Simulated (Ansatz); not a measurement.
The same path of Al$_{2}$H$_{2}$O$_{2}$ (6 atoms, charge 0, multiplicity 1) was run twice with different band settings. Lost on the way: Al2–Al4, Al4–H6. Made: Al2–H6.

Method: RKS PBE-D4/def2-SVP in Ansatz.

Relaxed end points:

```xyz
6
Properties=species:S:1:pos:R:3
O 0.169 -1.027 -2.072
Al -0.044 -0.221 -0.576
O 0.931 -0.290 0.888
Al -0.248 0.849 1.544
H -0.438 -0.913 -2.821
H -0.329 1.537 2.991
```

```xyz
6
Properties=species:S:1:pos:R:3
O -0.662 -0.226 -1.617
Al -0.495 0.352 -0.011
O 0.802 -0.143 1.009
Al 2.051 -0.564 2.128
H -0.048 -0.852 -2.031
H -1.605 1.368 0.476
```

Common settings: spring 5.0 eV/Å²; optimiser quadratic models (default); start path through a guess of the saddle point; force threshold 0.05 eV/Å; iteration limit 60; end points relaxed.

| run | movable images | climbing image |
| --- | --- | --- |
| 1 | 5 | yes |
| 2 | 2 | no |

Problem. What does each run give, and how far can it be trusted?

Solution. Run 1: not converged after 60 iterations, highest image 1.630 eV above the first end. The band didn't meet its force threshold, so its energies are provisional: the largest band force was still 1.01 eV/Å, and over the last iterations the top moved between 1.38 and 1.63 eV. Neighbouring images lie up to 1.7 Å apart, so the band is torn or far too coarse.
Run 2: converged after 23 iterations, highest image 1.393 eV above the first end. Neighbouring images differ by up to 2.5 eV, so the band resolves the path poorly. No image climbed, so the highest image needn't sit at the top of the path. So few images can step over the top or miss a turn of the path.
The orbitals stay closed-shell, which can raise the energy where a bond breaks towards radicals; this wasn't checked here.
